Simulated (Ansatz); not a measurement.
Ideal-gas functions of C₂H₂Cl₂Sn, SMILES `C#[C][SnH]([Cl])[Cl]` at 400 K and 1 bar, from an Ansatz frequency run at PBE0-D4/def2-TZVP.

Molar mass 215.66 g/mol, point group Cs (symmetry number 1), electronic degeneracy 1, moments of inertia 290.387, 302.535, 499.167 u Å². Harmonic wavenumbers (cm⁻¹, unscaled): 78, 94, 115, 247, 255, 380, 386, 468, 574, 578, 737, 739, 2008, 2156, 3460.

Use S(trans) = R[1.5 ln M + 2.5 ln T − 1.1517]; rotational temperatures θ = 24.2544 K / I; S(rot) = R[ln(√π/σ · √(T³/θAθBθC)) + 1.5]; for each mode x = 1.438777 ν̃/T, S = R[x/(eˣ − 1) − ln(1 − e⁻ˣ)] and H = RT x/(eˣ − 1); 1 cm⁻¹ = 0.0119627 kJ/mol; R = 8.31446 J/(mol·K).

By hand: the entropy, in J/(mol·K).

Translation 182.0. Rotation: θ = 0.0835, 0.0802, 0.0486 K, giving 125.3. Vibration, mode by mode: 18.91, 17.37, 15.71, 9.57, 9.32, 6.33, 6.22, 4.90, 3.62, 3.58, 2.28, 2.27, 0.05, 0.03, 0.00, in all 100.2. Electronic 0.0. Sum 407.5 J/(mol·K).

By hand: H − E and G − E in kJ/mol, counted from the electronic energy.

Zero-point energy ½ × 12275 × 0.0119627 = 73.4; thermal vibration 20.2; translation, rotation and pV give 4 RT = 13.3. H − E = 106.9 kJ/mol, and G − E = 106.9 − 400 × 407.5/1000 = -56.1 kJ/mol.

Vibration gives 25 % of the entropy, 52.0 J/(mol·K) of it from the modes under 150 cm⁻¹: soft modes count most, and the harmonic formula is weakest for them.
